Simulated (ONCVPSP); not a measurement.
## Configuration tests for W (ONCV)

- Element: tungsten
- Generator: ONCVPSP 4.0.1
- Type: optimised norm-conserving Vanderbilt (ONCV)
- Functional: LDA (Perdew-Wang 92)
- Relativity: scalar-relativistic
- Frozen core: [Kr] 4d10 4f14
- Valence charge: 14
- Reference configuration: 5s2 5p6 5d4 6s1 6p1
- Partial waves: 5s+6s: rc 2.00 bohr, ncon 4, nbas 8, qcut 5.2 1/bohr, 2 projectors; 5p+6p: rc 1.70 bohr, ncon 4, nbas 7, qcut 7.9 1/bohr, 3 projectors, debl 2.3 Ha; 5d: rc 2.60 bohr, ncon 5, nbas 10, qcut 6.5 1/bohr, 2 projectors, debl 0.8 Ha
- Local potential: polynomial inside 1.05 bohr (lpopt 5, dvloc0 3 Ha)
- Core correction: Teter function, fcfact 2.75, rcfact 1.3

Energies are relative to the spin-unpolarised reference configuration 5s2 5p6 5d4 6s1 6p1; without spin polarisation the order of configurations can differ from experiment.

(1) Give the all-electron excitation energy and the error of the potential for: 5s2 5p6 5d4 6s2 6p0; 5s2 5p6 5d4 6s1 6p0; 5s2 5p6 5d4 6s0 6p0; 5s2 5p6 5d4 6s1.5 6p0.

Levels in the configuration 5s2 5p6 5d4 6s0 6p0:

```
level  all-electron (eV)  pseudo (eV)
   5s            -95.506      -95.614
   5p            -59.589      -59.619
   5d            -20.197      -20.192
```

Note: ghosts flagged at negative energy: d at -19.8 eV; GHOST(+) flagged for s at 44.7 eV. A true bound ghost makes a file unfit for plane-wave use.

Results:

(1)

```tsv
valence configuration	charge	ΔE all-electron (eV)	error AE − PS (meV)
5s2 5p6 5d4 6s2 6p0	0	-4.571	-0.1
5s2 5p6 5d4 6s1 6p0	+1	4.554	-1.7
5s2 5p6 5d4 6s0 6p0	+2	20.573	-8.4
5s2 5p6 5d4 6s1.5 6p0	+0.5	-0.831	-0.5
```
